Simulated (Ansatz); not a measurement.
Ansatz (a program for electronic structure) input (RPA@PBE/cc-pV(T+d)Z):
A basis named .json is the Basis Set Exchange file of that set.

Ansatz 0.2 input:
```yaml
crystal:
  periodic: [false, false, false]
  atoms:
    - {symbol: Si, position_ang: [-0.11664227, 0.17017934, -0.62910412]}
    - {symbol: C, position_ang: [1.29929352, -1.06519131, -0.07432636]}
    - {symbol: C, position_ang: [-1.47990699, -0.54861409, 0.58070516]}
    - {symbol: F, position_ang: [0.36030088, 1.48467354, 0.35784514]}
    - {symbol: H, position_ang: [1.06993361, -2.08215133, -0.41882258]}
    - {symbol: H, position_ang: [2.26705547, -0.78805029, -0.50729191]}
    - {symbol: H, position_ang: [1.41140663, -1.09215294, 1.01926063]}
    - {symbol: H, position_ang: [-2.38040697, 0.07578564, 0.58807144]}
    - {symbol: H, position_ang: [-1.78423190, -1.55164017, 0.25387748]}
    - {symbol: H, position_ang: [-1.10979216, -0.62353117, 1.61348356]}
basis:
  gaussian:
    orbitals: cc-pV_T+d_Z.json
hamiltonian:
  xc: pbe
total_charge: -1
magnetization: {spin_polarized: false}
correlation: {method: rpa, electrons: outside_noble_gas}
```

Output:

```
Functional definition: PBE
integrals: 0.40 GiB planned
1215 factors; integrals over basis functions are off by at most 1.4e-3 eV
mean field: 1.26 GiB planned
mean field evaluation 1: about -12750.1908 eV, gradient 6.7e1 eV
mean field evaluation 2: about -12750.1867 eV, gradient 6.7e1 eV
mean field evaluation 4: about -12760.0906 eV, gradient 1.6e1 eV
mean field evaluation 8: about -12760.6285 eV, gradient 3.2e-1 eV
mean field evaluation 16: about -12760.6287 eV, gradient 7.3e-5 eV
mean field -12760.62869335 eV, -468.9444550159 hartree, gradient 2.3e-6 eV, S^2 0.000000; 0 other end points of the search recorded, 0 dependent functions left out
8 core orbitals not correlated
reference -12726.11324043 eV, -467.6760355165 hartree; 13, 13 occupied and 192, 192 virtual orbitals, 1215 factors
Total energy: -12759.65474427 eV, -468.9086630471 hartree
```

It need not be the lowest isomer of its formula. Whether it binds its extra electron was not tested at this geometry.
